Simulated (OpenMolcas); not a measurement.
## neutral arsenic: CASPT2 settings compared

* Program: OpenMolcas 26.06
* Basis: ANO-RCC-VDZ [5s4p1d]
* Scalar Hamiltonian: DKH2, point nucleus
* Active space: 3 electrons in 3 orbitals (4p)
* State averaging: 2S+1 = 4 odd, 1 root; 2S+1 = 2 odd, 8 roots kept (CI in the orbitals of an earlier block)
* Spin-orbit coupling: RASSI with atomic mean-field integrals over the reference wave functions, term energies averaged over their components

Methods on the same reference wave functions:
A. CASSCF
B. SS-CASPT2, IPEA 0.75 Eh, imaginary shift 0.1 Eh (closed shells correlated: 3d 4s)
C. SS-CASPT2, IPEA 0 Eh, real shift 0.1 Eh (closed shells correlated: 4s)
D. XMS-CASPT2, IPEA 0.3 Eh, sigma1 regulariser 0.05 Eh (closed shells correlated: 3d 4s)

Energies in cm-1 above 4s2 4p3 4S* 3/2, the measured ground level; measured values from NIST Handbook of Basic Atomic Spectroscopic Data.

```
          Level      A      B      C      D  Measured
4s2 4p3 4S* 3/2    0.0    0.0    0.0    0.0       0.0
4s2 4p3 2D* 3/2  14589  14120  14150  13980     10593
4s2 4p3 2D* 5/2  14786  14390  14450  14280     10915
4s2 4p3 2P* 1/2  24600  21550  20690  20610     18186
4s2 4p3 2P* 3/2  24862  21890  21070  20980     18648
```

Deviations, from unrounded energies. A percentage is the sum of absolute deviations over the sum of measured energies, with the sign that they share, or ± where signs differ.

| Against measurement | Levels | A | B | C | D |
| --- | --- | --- | --- | --- | --- |
| mean absolute deviation (cm-1) | 4 | 5100 | 3400 | 3000 | 2900 |
| other terms of the ground configuration (%) | 4 | +35.1 | +23.3 | +20.6 | +19.7 |

C, D lie about equally close to measurement and A furthest from it. The largest miss of D in the table is 4s2 4p3 2D* 3/2, by +3400 cm-1. The ranking rests on the paired levels alone, and a cruder setting can come out closer through cancelling errors.

Among B to D the level of the table that moves most is 4s2 4p3 2P* 1/2, by 940 cm-1 (lowest in D, highest in B). Moves below CASPT2's spread within the term are not significant.

From A to B the spin-free energies of the other terms of 4s2 4p3 shown, above 4S*, scale by factors of 0.88 to 0.97.

The lowest spin-free term lies below A's lowest term by 0.008 hartree in B, 0.010 hartree in C, 0.009 hartree in D.

Term energies are means over components that CASPT2 splits; among the terms shown or strongly mixed into the levels shown the widest spread is 160 cm-1 (4s2 4p3 2D*, D). Terms from blocks run as CI alone lack orbitals of their own. With the s shell closed, the reference lacks s² → p² mixing. Without dynamic correlation excited terms often stand tens of per cent too high (terms of higher spin than the ground term too low), and those without a measured partner can miss by more than the paired ones (holds for A). Some terms miss by over 15 % even with CASPT2, which points to a basis or an active space too small for the shells correlated (holds for B; C; D). Computed and measured levels are paired by configuration, term and J; levels that our copy of the source lacks, or whose pairing is in doubt (as where it misses far off the trend of its configuration), stay unpaired and out of the deviations. Levels of configurations outside the active space are missing.

* marks odd parity.
